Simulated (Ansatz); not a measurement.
```yaml
crystal:
  periodic: [false, false, false]
  atoms:
    - {symbol: C, position_ang: [-0.129076, -1.564608, 0.090631]}
    - {symbol: N, position_ang: [-1.054896, -0.896813, -0.065707]}
    - {symbol: Sn, position_ang: [0.866499, 1.136157, 0.007666]}
    - {symbol: H, position_ang: [0.675597, -2.256356, 0.234715]}
    - {symbol: H, position_ang: [-0.011062, 1.665761, -1.424956]}
    - {symbol: H, position_ang: [-0.304960, 1.851958, 1.111450]}
basis:
  gaussian: {orbitals: STO-3G, final_grid: {core_spheres: 8, valence_spheres: 7, degree: 23}}
hamiltonian: {xc: {name: wB97}}
accuracy: high
```

```sh
$ ansatz run in.yaml --threads 2 --pin off --events-out ev --progress --plain --max-ram 4352MiB
```

Shortened log:

```
Functional definition: wB97
744 factors; integrals over basis functions are off by at most 4.9e-9 eV
236 factors; integrals over basis functions are off by at most 1.2e-9 eV
mean field evaluation 1: about -164871.5663 eV, gradient 2.9e1 eV
mean field evaluation 2: about -164870.6520 eV, gradient 3.9e1 eV
mean field evaluation 4: about -164874.1741 eV, gradient 2.9e-1 eV
mean field evaluation 8: about -164874.0779 eV, gradient 5.1e-3 eV
mean field evaluation 16: about -164874.0779 eV, gradient 6.5e-7 eV
mean field -164874.07790762 eV, -6059.0106074412 hartree, gradient 7.9e-8 eV, S^2 0.000000; 0 other end points of the search recorded, 0 dependent functions left out
reference -164874.07790689 eV, -6059.0106074145 hartree; 33, 33 occupied and 7, 7 virtual orbitals, 744 factors
Total energy: -164874.07790689 eV, -6059.0106074145 hartree
```

It took 0.8 s on 2 threads of an Arm Neoverse V1 on a shared host, with 0.09 GiB of host memory at the peak.
